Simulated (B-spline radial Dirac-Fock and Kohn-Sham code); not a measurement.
# Scattering functions of Gd⁴⁵⁺

System: the Gd⁴⁵⁺ ion in the configuration [Ar] 3d1.

Input of the calculation (task.json; shells as n, l, electrons):

```json
{"items": [{
  "Z": 64,
  "q": 45,
  "cfg": [[1, 0, 2], [2, 0, 2], [2, 1, 6], [3, 0, 2], [3, 1, 6], [3, 2, 1]],
  "A": 158,
  "rrms": 5.1569,
  "do": ["scatter"],
  "s": [0.0, 0.08, 0.09, 0.11, 0.13, 0.15, 0.18, 0.21, 0.25, 0.3, 0.35, 0.42, 0.5, 0.59, 0.7, 0.83, 0.99, 1.17, 1.39, 1.65, 1.96, 2.32, 2.76],
  "pz": [0, 0.1, 0.14, 0.21, 0.3, 0.43, 0.63, 0.91, 1.3, 1.9, 2.7, 3.9, 5.7, 8.2, 12.0, 17.0, 25.0, 36.0, 51.0, 74.0, 110.0],
  "hv_scatter": [1000, 10000, 20000, 50000, 100000, 200000, 500000, 1000000]
}]}
```

Command: `python xray_run.py task.json out`

The computed values come from a radial finite-basis atomic code: Dirac-Fock orbitals of the configuration average with a finite nucleus. f₀ is the Fourier transform of the spherical electron density, S the Waller-Hartree incoherent function, and s = sin θ/λ.

```
s (Å⁻¹)      f₀       S
      0  19.000   0.000
   0.08  18.973   0.029
   0.09  18.966   0.036
   0.11  18.949   0.054
   0.13  18.929   0.075
   0.15  18.905   0.100
   0.18  18.863   0.144
   0.21  18.815   0.196
   0.25  18.738   0.276
    0.3  18.624   0.394
   0.35  18.492   0.532
   0.42  18.275   0.756
    0.5  17.984   1.051
   0.59  17.609   1.429
    0.7  17.088   1.942
   0.83  16.398   2.606
   0.99  15.467   3.471
   1.17  14.358   4.466
   1.39  12.984   5.651
   1.65  11.434   6.948
   1.96   9.808   8.303
   2.32   8.307   9.619
   2.76   7.012  10.908
```

f₀ starts at the number of electrons, 19, and has fallen to half at s ≈ 2.03 Å⁻¹. The sum of ⟨r²⟩ over the electrons is 0.5750 bohr².
